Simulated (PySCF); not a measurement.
Bi(OH)₃, singlet: data card

Method: PBE0 in PySCF with Bi def2-SVP with ECP60, O def2-SVP, H def2-SVP; scalar-relativistic core potentials, no spin–orbit coupling; density-fitted integrals.

The structure is a minimum.

Coordinates in bohr (charge 0 multiplicity 1):
```
Bi    0.0000    0.0000   -0.4265
O     3.3345    0.2549    1.6645
O    -1.8880    2.7603    1.6645
O    -1.4465   -3.0152    1.6645
H     3.2567   -0.9969    2.9959
H    -0.7650    3.3188    2.9959
H    -2.4917   -2.3219    2.9959
```

- Point group: C3
- Bond lengths: Bi–O 2.087 Å (×3), O–H 0.968 Å (×3)
- Bond angles: Bi–O–H 107.8° (×3), O–Bi–O 94.5° (×3)
- Dipole moment: 0.88 D
- Zero-point energy: 102.5 kJ/mol
- Highest occupied level: -7.79 eV
- Enthalpy at 298.15 K above 0 K: 20.16 kJ/mol
- Heat capacity Cp at 298.15 K: 98.9 J/(mol K)
- Principal quadrupole moments (Buckingham, traceless) about the centre of mass: -5.83, -5.82, 11.65 D Å
- Principal polarisabilities: 44.0, 44.4, 44.4 bohr³
- Entropy at 298.15 K and 1 bar: 339.9 J/(mol K)
- Rotational symmetry number: 3
- Atomisation energy without zero-point energy: 2146 kJ/mol
- Lowest empty level: -0.66 eV
- Rotational constants: 0.1244, 0.1244, 0.1053 cm⁻¹

Harmonic modes (masses in u: Bi 208.980, O 15.995, H 1.008):
```csv
symmetry,ω (cm⁻¹),"IR (km/mol, summed over degenerate members)",μ (u)
e,126,39.2,5.73
a,171,34.1,6.41
e,294,164,1.12
a,381,101,1.05
e,565,195,12.40
a,588,46.1,14.03
e,822,147,1.10
a,846,9.9,1.11
a,3844,108,1.07
e,3844,86.3,1.07
```

In C3 the vibrations span 5e + 5a.

Charges (e):
```
  atom  Mulliken  Löwdin  polar tensor  Mayer order to Bi1
   Bi1      1.09    0.95          1.53                   –
O2,3,4     -0.55   -0.38         -0.74                0.90
H5,6,7      0.19    0.06          0.23                0.03
```
Other Mayer orders above 0.3: O–H 0.96 (×3).

Mulliken populations on Bi1 (electrons outside its core potential): s 3.86, p 7.82, d 10.23.

Outer orbital energies (eV). occupied: -12.84, -11.33, -9.40, -9.34, -9.34, -8.18, -8.18, -7.79; empty: -0.66, -0.66, 0.26, 2.22.

Other isomers or separated fragments may lie lower. No spin–orbit coupling is included, which matters more the heavier the element.

The final relaxation and frequency run took about 110 core-seconds on a shared host.
